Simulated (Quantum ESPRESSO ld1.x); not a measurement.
Results of a calculation; reference values are marked as such.
Question: The table gives one normalised radial function P(r) = r R(r) (large component) of Ar3+ in [Ne] 3s2 3p3 (r in bohr). Level of theory: Dirac Kohn-Sham, BLYP, spin-unpolarised, spherical densities, point nucleus; open shells fill j = l - 1/2 first (ld1.x of Quantum ESPRESSO 7.5).

r,P
0.01019,1.2822
0.01295,1.5478
0.01634,1.8332
0.02077,2.1479
0.02619,2.4533
0.03329,2.7414
0.04199,2.9556
0.05338,3.0636
0.06731,3.0147
0.08557,2.7752
0.1079,2.3646
0.1372,1.8059
0.173,1.2277
0.2199,0.7002
0.2774,0.3343
0.3526,0.1207
0.4447,0.0331
0.5653,0.0058
0.7129,0.0007
0.9063,0.0000
1.143,0.0000
1.453,0.0000
1.832,0.0000
2.329,0.0000
2.938,0.0000
3.735,0.0000
4.71,0.0000

Which n and l does it have? It may be an empty orbital.

Answer: n = 1, l = 0: the number of nodes gives n - l - 1 = 0, the rise at small r points to l (this Dirac orbital starts as r^gamma with gamma = sqrt((l + 1)^2 - (Z/c)^2) = 0.99; the j = 1/2 orbital of l + 1 starts with the same power, but with a smaller coefficient, and then steepens), and the extent must fit the shell. The curve is that of 1s1/2. 1s1/2: eigenvalue -3171.4 eV, 0 radial nodes, <r> = 0.0857 bohr, 90 % of the charge inside 0.153 bohr.
